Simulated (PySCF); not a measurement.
These 3 structures share the formula C2H10OSi2. Computed with PBE0-D3(BJ)/def2-SVP geometry optimisation, gas phase in PySCF. Energies are electronic, without zero-point or thermal terms, for one conformer each. No frequencies were run at this level. Point groups hold within 0.08 Å.

**Question.** Order them by energy at this level, lowest first, and give relative energies in kcal/mol.
A. `[CH3:1][SiH:2]([CH3:3])[SiH2:4][OH:5]` with C1–Si2–Si4–O5 60°, Si2–Si4–O5–H 180°
B. `[CH3:1][CH2:2][SiH2:3][O:4][SiH3:5]` with C1–C2–Si3–O4 59°, C2–Si3–O4–Si5 48°
C. `[OH:1][SiH2:2][CH2:3][CH2:4][SiH3:5]` with H–O1–Si2–C3 175°, O1–Si2–C3–C4 -58°, Si2–C3–C4–Si5 177°

**Answer.** B (0.0), A (12.2), C (23.5).

As drawn, the highest has an O–H bond, which the lowest lacks.

```csv
SMILES,E (Eh),E rel (kcal/mol),dipole (D),point group,"A, B, C (MHz)"
CC[SiH2]O[SiH3],-735.79455,0.0,1.14,C1,"4628, 1687, 1368"
C[SiH](C)[SiH2]O,-735.77511,12.2,0.69,Cs,"3789, 1825, 1632"
O[SiH2]CC[SiH3],-735.75711,23.5,1.56,C1,"8246, 1111, 1040"
```

**Question.** How do the relative energies change in single points at PBE0/pcSseg-1 (no added dispersion term) on the same geometries?

**Answer.** 
```tsv
SMILES	PBE0-D3(BJ)/def2-SVP (kcal/mol)	PBE0/pcSseg-1 (kcal/mol)	shift
CC[SiH2]O[SiH3]	0.0	0.0	0.0
C[SiH](C)[SiH2]O	12.2	11.5	-0.7
O[SiH2]CC[SiH3]	23.5	23.6	+0.1
```

Each column counts from its own lowest isomer. The order is unchanged; the largest shift is 0.7 kcal/mol.
